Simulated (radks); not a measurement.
Task: The table gives one normalised radial function P(r) = r R(r) of Os4+ in [Xe] 4f14 5d4 (r in bohr). Method: scalar-relativistic Kohn-Sham, MS2 meta-GGA, spin-polarised, spherical densities, finite nucleus; open shells are filled with parallel spins first (spin-orbit coupling, left out, can overturn this in heavy ions); meta-GGA in the generalised Kohn-Sham scheme; Fermi nuclear charge, rms radius 5.4126 fm; computed with a radial shooting solver on a logarithmic mesh with Libxc functionals.

| r | P |
|---|---|
| 0.001023 | 0.0000 |
| 0.001602 | 0.0000 |
| 0.002487 | 0.0001 |
| 0.003862 | 0.0003 |
| 0.006044 | 0.0008 |
| 0.009385 | 0.0027 |
| 0.01457 | 0.0084 |
| 0.02281 | 0.0252 |
| 0.03541 | 0.0665 |
| 0.05499 | 0.1492 |
| 0.08607 | 0.2571 |
| 0.1336 | 0.2589 |
| 0.2075 | -0.0175 |
| 0.3248 | -0.3956 |
| 0.5043 | -0.2452 |
| 0.783 | 0.4468 |
| 1.226 | 0.9012 |
| 1.903 | 0.6754 |
| 2.955 | 0.2213 |
| 4.625 | 0.0221 |
| 7.181 | 0.0004 |

Which n and l does it have? It may be an empty orbital.

Result: n = 5, l = 2: the number of nodes gives n - l - 1 = 2, the rise at small r (about r^(l+1), flatter next to the nucleus through relativity) gives l, and the extent must fit the shell. The curve is that of 5d up; the table hardly tells the two spins apart. 5d up: eigenvalue -49.613 eV, 2 radial nodes at r = 0.204, 0.600 bohr, <r> = 1.53 bohr, 90 % of the charge inside 2.28 bohr.
